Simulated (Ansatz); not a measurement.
Computed with Ansatz on PBE0-D4/def2-TZVP structures; ΔE is electronic, products minus reactants. CCSD(T)/CBS is the MP2 limit (def2-TZVPP, def2-QZVPP) plus CCSD(T) − MP2 in def2-TZVPP, frozen cores. Functionals use def2-TZVPP. Each species was taken in one conformer, which may not be the lowest.

Consider the formal exchange of groups at the Al–N bond: `C=C(F)[NH][AlH2]` + `C[SiH](O)F` → `O[SiH](F)[AlH2]` + `C=C(F)NC`.

```tsv
species	r2SCAN-D4 energy (Eh)
`C=C(F)[NH][AlH2]`	-476.20646
`C[SiH](O)F`	-505.78691
`O[SiH](F)[AlH2]`	-709.44758
`C=C(F)NC`	-272.46525
```

**Question.** Work out ΔE.

**Answer.** ΔE = (-709.44758) + (-272.46525) − (-476.20646) − (-505.78691) = 0.08054 Eh = +50.5 kcal/mol. CCSD(T)/CBS gives +49.9 kcal/mol.

Largest T1 diagnostic among the species: 0.013.

From PBE to PBE0 (25 % exact exchange), in def2-TZVPP and without D4, ΔE moves by +1.3 kcal/mol.
